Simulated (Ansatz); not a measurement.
Calculated with Ansatz (gas phase, PBE0-D4/def2-TZVP geometries, no zero-point term in ΔE). CCSD(T)/CBS adds triple-zeta CCSD(T) − MP2 to the extrapolated MP2 energy (def2 sets, frozen cores). This one scheme is used for every species. Functionals use def2-TZVPP. For Ge outer-core shells are correlated without core-valence functions, which leaves a few kJ/mol of doubt a bond. Scalar relativity is left out up to krypton. One conformer a species, not always the lowest.

Reaction (ligand exchange at a Ge–C bond): `C[CH2][GeH]([F])[Cl]` + CH₃NH₂ → `C[NH][GeH]([F])[Cl]` + `CC`

(1) Is it downhill or uphill in electronic energy at CCSD(T)/CBS, and by how much? (An estimate is asked.)

(2) What do these levels give: r2SCAN-D4, ωB97X-V, ωB97M-V, B2PLYP, PBE, PBE0, MP2/def2-TZVPP, SCS-MP2/def2-TZVPP, CCSD/def2-TZVPP, HF/def2-QZVPP, HF/CBS(def2), CCSD/CBS(def2)? (Best estimate.)

Largest T1 diagnostic among the species: 0.011.

## Answers

(1) Computed: Downhill: ΔE = -24.0 kJ/mol.

(2) Computed: r2SCAN-D4 -27.5, ωB97X-V -26.6, ωB97M-V -25.1, B2PLYP -28.9, PBE -23.0, PBE0 -23.8, MP2/def2-TZVPP -27.7, SCS-MP2/def2-TZVPP -29.6, CCSD/def2-TZVPP -27.4, HF/def2-QZVPP -35.5, HF/CBS(def2) -35.6, CCSD/CBS(def2) -24.3 kJ/mol.

In def2-TZVPP, CCSD(T) changes the Hartree–Fock value by +8.0 kJ/mol (the triples alone add +0.3 kJ/mol) and MP2 by +7.5 kJ/mol.
